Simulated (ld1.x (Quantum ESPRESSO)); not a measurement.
## What one change does to a pseudopotential (Cd, ultrasoft)

| Quantity | Value |
| --- | --- |
| Element | cadmium |
| Generator | ld1.x (Quantum ESPRESSO) 7.5 |
| Type | ultrasoft |
| Functional | PBEsol |
| Relativity | scalar-relativistic |
| Frozen core | [Kr] |
| Valence charge | 12 |
| Reference configuration | 4d10 5s2 5p0 |
| Partial waves | 5s (bound): rcut 2.15, rcutus 2.65 bohr; 5s channel at 2.05 Ry: rcut 2.15, rcutus 2.65 bohr; 5p (bound, empty): rcut 3.55, rcutus 4.05 bohr; 5p channel at 4.65 Ry: rcut 3.55, rcutus 4.05 bohr; 4d (bound): rcut 1.65, rcutus 1.75 bohr; 4d channel at 1.6 Ry: rcut 1.65, rcutus 1.75 bohr |
| Local potential | all-electron potential smoothed inside 3.80 bohr (lloc = -1) |
| Core correction | none |
| Augmentation charge | PSQ, radius 1.55 bohr |

Change: all radii scaled by about 0.87 (s 2.30, p 3.52, d 1.52 bohr, rcut 1.86/3.08/1.44); local potential all-electron potential smoothed inside 3.30 bohr (lloc = -1); augmentation PSQ, radius 1.34 bohr.

Cutoffs: the cutoffs (Ry, on a coarse ladder) from which the occupation-weighted sum of valence levels, in a spherical-Bessel basis at the reference potential, stays within 10 and 1 mRy of its value at 400 Ry; they do not see the model core or the augmentation charge, which bear on the density cutoff. Errors are all-electron minus pseudo energies relative to the spin-unpolarised reference configuration.

Q: Predict the effect on cutoff, ghosts and configuration errors.

A: The potential gets harder (40 Ry and 60 Ry → 50 Ry and 90 Ry); of the 7 tests that both files solve, the error grows in 1 and shrinks in 5 by more than 15 % and 0.3 meV (median size 27.5 → 4.0 meV); neither file shows a bound ghost. A smaller radius makes the pseudo-wave follow the all-electron one further in, where it bends more sharply, so more plane waves are needed.

```tsv
quantity	base	changed
cutoff, loose	40 Ry	50 Ry
cutoff, tight	60 Ry	90 Ry
loose cutoff by channel (10 mRy a level)	s 6 Ry, d 30 Ry	s 6 Ry, d 40 Ry
bound ghosts	none	none
error for 4d10 5s1 5p0, meV [ΔE 9.31 eV]	+0.4	+2.3
error for 4d10 5s0 5p0, meV [ΔE 26.40 eV]	+28	+31
error for 4d9 5s0 5p0, meV [ΔE 64.40 eV]	-436	-49
error for 4d10 5s0 5p2, meV [ΔE 9.77 eV]	+33	+11
error for 4d10 5s1.5 5p0, meV [ΔE 3.73 eV]	-0.6	0.0
error for 4d9 5s2 5p1, meV [ΔE 12.65 eV]	-329	+4.0
error for 4d10 5s1 5p1, meV [ΔE 4.73 eV]	+4.7	+1.7
lowest overlap eigenvalue by channel	s 0.59, p 0.46, d 0.37	s 0.50, p 0.37, d 0.96
```
